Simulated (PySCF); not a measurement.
C3H5O, SMILES [CH]=C(C)O, multiplicity 2. Atoms are numbered in the order given.

```xyz
9

C      1.1878     0.8745     0.0000
C      0.1137     0.0985     0.0000
C      0.1526    -1.4012     0.0000
O     -1.1817     0.5583     0.0000
H      1.4609     1.9272     0.0000
H      1.1856    -1.7713     0.0000
H     -0.3728    -1.7893    -0.8882
H     -0.3728    -1.7893     0.8882
H     -1.1728     1.5257     0.0000
```
Charge 0, spin multiplicity 2.

Geometry: B3LYP-D3(BJ)/def2-SVP. The isomer is the one that the SMILES or the coordinates give; other isomers of the formula were not compared. One conformer was computed; it need not be the lowest.

The numbers are results of B3LYP-D3(BJ)/def2-SVP (PySCF 2.14.0), not measurements.

Harmonic, unscaled wavenumbers; measured fundamentals usually lie a few per cent lower.

**Question.** Give all harmonic wavenumbers and intensities. (An estimate is asked for; the answer gives what the named calculation found.)

**Answer.** 
```csv
mode,ν (cm⁻¹),IR (km/mol),moving atoms (share of kinetic energy)
1,182,1.4,H 93 %
2,393,5.9,"C 45 %, H 39 %, O 16 %"
3,432,125.9,H 91 %
4,443,10.5,"H 40 %, C 31 %, O 29 %"
5,496,1.3,"H 60 %, C 33 %"
6,559,70.7,"H 51 %, C 46 %"
7,758,40.5,"H 56 %, C 43 %"
8,904,0.3,"C 50 %, O 28 %, H 22 %"
9,1005,26.2,"H 64 %, C 29 %"
10,1047,0.8,"H 62 %, C 37 %"
11,1185,193.0,"H 41 %, C 38 %, O 22 %"
12,1308,1.3,"H 57 %, C 37 %"
13,1393,11.0,"H 68 %, C 31 %"
14,1444,8.2,H 96 %
15,1447,12.5,H 95 %
16,1708,106.9,"C 90 %, H 9 %"
17,3032,14.2,H 97 %
18,3103,10.8,"H 91 %, C 9 %"
19,3158,6.6,"H 91 %, C 9 %"
20,3274,3.9,"H 90 %, C 10 %"
21,3802,37.4,H 94 %
```
